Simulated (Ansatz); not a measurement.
## Which is lower?

The two ends of one reaction step of BSiH₄Cl₃O, closed shell (PBE0-D4/def2-TZVP).

A:

```xyz
10
angstrom
B -1.3403 0.6868 -0.3993
Cl -0.4146 -2.1392 2.5270
Cl -1.2552 1.8386 -1.7255
Cl -2.8741 0.3807 0.3776
H -0.5548 -1.2696 1.5885
O -0.2455 0.0405 0.0242
Si 1.3507 0.1105 -0.5026
H 2.0799 -0.8350 0.3663
H 1.4047 -0.3069 -1.9212
H 1.8495 1.4936 -0.3352
```

B:

| atom | x (Å) | y (Å) | z (Å) |
| --- | --- | --- | --- |
| B1 | -1.4288 | -0.2117 | 0.1117 |
| Cl2 | -2.2730 | -1.7302 | 0.6073 |
| Cl3 | -1.3399 | 0.0611 | -1.6927 |
| Cl4 | -1.9675 | 1.2577 | 1.0375 |
| H5 | 0.2151 | -0.5934 | 1.4330 |
| O6 | 0.1004 | -0.4286 | 0.4886 |
| Si7 | 1.4122 | 0.2955 | -0.3813 |
| H8 | 2.4939 | 0.1727 | 0.6250 |
| H9 | 1.6932 | -0.5275 | -1.5670 |
| H10 | 1.0946 | 1.7042 | -0.6622 |

Program: Ansatz 0.2.0. Basis: def2-TZVPP. Cores are frozen in the correlated methods. B3LYP uses VWN-RPA correlation.

Problem. Which structure is lower at CCSD(T), and by how much? (An estimate is asked for; the value comes from the calculation.)

Solution. By the calculation: A, by 0.459 eV (electronic energy, against the other). By their contacts, A is a complex of BSiH₃Cl₂O ([SiH3][O][B]([Cl])[Cl]) + HCl and B is BSiH₄Cl₃O ([SiH3][OH][B]([Cl])([Cl])[Cl]).

All methods give the same order:

| method | E(B) − E(A) (eV) |
| --- | --- |
| SPW92 | 0.127 |
| PBE-D4 | 0.381 |
| BLYP-D4 | 0.570 |
| r2SCAN-D4 | 0.405 |
| B97M-V | 0.497 |
| PBE0-D4 | 0.336 |
| B3LYP-D4 | 0.527 |
| r2SCAN0-D4 | 0.362 |
| BHLYP-D4 | 0.492 |
| CAM-B3LYP-D4 | 0.497 |
| wB97X-V | 0.371 |
| wB97M-V | 0.352 |
| B2PLYP | 0.543 |
| PBE-QIDH | 0.325 |
| RPA on PBE | 0.513 |
| HF | 0.776 |
| MP2 | 0.358 |
| CCSD | 0.500 |
| CCSD(T) | 0.459 |

T1 diagnostic: at most 0.011.

Labels in which every atom is bracketed show which atoms are joined, not bond orders.

For scale, one of the runs: CCSD(T)/def2-TZVPP, 286 basis functions, launched by `ansatz run in.yaml --threads 8 --pin off --events-out ev --progress --plain --max-ram 19148MiB`. Hardware: 8 CPU threads of an Arm Neoverse V2, shared host. Wall time 2.8 min; peak host memory 7.9 GiB.
